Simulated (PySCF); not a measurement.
H4OPbSi, SMILES [OH][Pb][SiH3], singlet, CAM-B3LYP/def2-SVP optimised geometry.

```
7

Pb    -0.52    -1.68     0.00
O      1.58    -1.68     0.00
H      1.99    -0.81     0.03
Si    -0.65     1.09     0.00
H     -1.99     1.66     0.33
H     -0.28     1.62    -1.35
H      0.33     1.68     0.96
```

Density from CAM-B3LYP/def2-TZVP, def2 effective core potentials past Kr (PySCF) at that geometry. The core electrons that the potentials of Pb replace are not part of the density.

Minimum of the electron density along straight lines between bonded atoms, close to the bond critical point (lines longer than 1.1 times the sum of covalent radii, or with two minima, are not listed):

```tsv
bond	length / Å	ρ at the minimum / e bohr⁻³	∇²ρ there / e bohr⁻⁵	position (fraction from the first atom)
Pb1–O2	2.100	0.103	0.39	0.53
O2–H3	0.966	0.354	-2.33	0.80
Pb1–Si4	2.774	0.061	-0.01	0.51
Si4–H5	1.495	0.117	0.15	0.49
Si4–H6	1.498	0.116	0.15	0.49
Si4–H7	1.497	0.116	0.15	0.49
```
